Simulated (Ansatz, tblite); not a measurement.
Removing and adding an electron: Sn₉H₁₆, a cluster cut from cubic tin. Charge 0, multiplicity 1. Geometry: PBE-D4/def2-SVP. Ansatz, gas phase; energy differences of separate SCF runs; the oxidised species was run as a doublet alone; the reduced species was run as a doublet alone.

Cartesian coordinates in Å:
```
Sn 0.201 -1.010 3.125
Sn -2.590 1.874 0.780
Sn 1.972 2.172 0.321
Sn 2.235 -2.267 -0.836
Sn -0.558 0.617 -3.184
Sn -0.125 1.598 2.113
Sn 0.268 -2.920 1.063
Sn -2.745 0.196 -1.470
Sn 1.894 0.348 -1.824
H -1.064 -1.377 4.257
H 1.700 -1.088 3.999
H -3.901 1.550 1.872
H -2.762 3.521 0.255
H 3.500 2.066 1.140
H 1.819 3.797 -0.271
H 3.795 -2.380 -0.080
H 2.221 -3.408 -2.145
H -0.663 2.224 -3.833
H -0.619 -0.481 -4.529
H -0.079 2.724 3.443
H 0.573 -4.499 1.722
H -1.281 -2.976 0.285
H -4.234 0.476 -2.322
H -2.750 -1.458 -0.949
H 3.191 0.701 -2.933
```

In the def2 sets Sn takes a core potential; there is no spin–orbit coupling. The xTB rows come from tblite. Single mean-field runs in def2-TZVP are fitted with def2-universal-jkfit.

| level | −HOMO (eV) | vertical IE (eV) | −LUMO (eV) | vertical EA (eV) | HOMO–LUMO gap (eV) | IE − EA (eV) | remarks |
| --- | --- | --- | --- | --- | --- | --- | --- |
| GFN1-xTB | 10.61 | 12.27 | 8.16 | 6.57 | 2.45 | 5.70 | – |
| GFN2-xTB | 10.81 | 12.40 | 9.05 | 7.57 | 1.76 | 4.83 | – |
| PBE-D4/def2-TZVP | 6.21 | – | 2.50 | 1.05 | 3.72 | – | HOMO above zero (-1 doublet) |

(1) Estimate the rows for B97M-V/def2-TZVP, PBE0-D4/def2-TZVP.

## Answers

(1) 
| level | −HOMO (eV) | vertical IE (eV) | −LUMO (eV) | vertical EA (eV) | HOMO–LUMO gap (eV) | IE − EA (eV) | remarks |
| --- | --- | --- | --- | --- | --- | --- | --- |
| B97M-V/def2-TZVP | 6.47 | – | 2.27 | 0.79 | 4.20 | – | HOMO above zero (-1 doublet) |
| PBE0-D4/def2-TZVP | 7.05 | 8.23 | 1.69 | 0.71 | 5.36 | 7.53 | HOMO above zero (-1 doublet) |

Relaxing the oxidised species (PBE-D4/def2-SVP) changes its energy by -0.49 eV at PBE0-D4/def2-TZVP, so the adiabatic ionisation energy to this nearest minimum is 7.74 eV.  Run but left out: PBE-D4/def2-TZVP, B97M-V/def2-TZVP (charge +1 doublet: an occupied level 0.00 to 0.01 eV above an empty one).   A HOMO above zero means that the electron is unbound at that level or that self-interaction error raises the level; the energy of removing that electron tells which. Raw xTB energy differences between charge states are shifted by several eV; the methods need an empirical correction for them. Sets without diffuse functions give affinities that are too small.
